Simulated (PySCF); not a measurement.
Positional isomers: propene boryl. Isolated molecules, 0 K electronic values unless said otherwise. One relaxed conformer stands for each flexible species; it need not be the lowest. Strings in code marks are SMILES.

The LUMO from two functionals at the same geometries (PBE0-D4/def2-TZVP), both in PySCF: PBE-D3(BJ)/def2-TZVP and PBE0-D4/def2-TZVP. 

```json
[
 {"species": "`BC(=C)C`", "PBE-D3(BJ)/def2-TZVP (eV)": "-2.93"},
 {"species": "`B/C=C/C`", "PBE-D3(BJ)/def2-TZVP (eV)": "-2.75"},
 {"species": "`B/C=C\\C`", "PBE-D3(BJ)/def2-TZVP (eV)": "-2.89"},
 {"species": "`BCC=C`", "PBE-D3(BJ)/def2-TZVP (eV)": "-2.36"}
]
```

**Question.** What does PBE0-D4/def2-TZVP give for each?

**Answer.** 
- `BC(=C)C`: -1.94
- `B/C=C/C`: -1.78
- `B/C=C\C`: -1.92
- `BCC=C`: -1.31
Over these rows, drawn at random from the members with no instability flagged (it was tested for open shells, ions and some series alone), PBE minus PBE0-D4: mean -1.00 eV, from -1.05 eV to -0.96 eV.
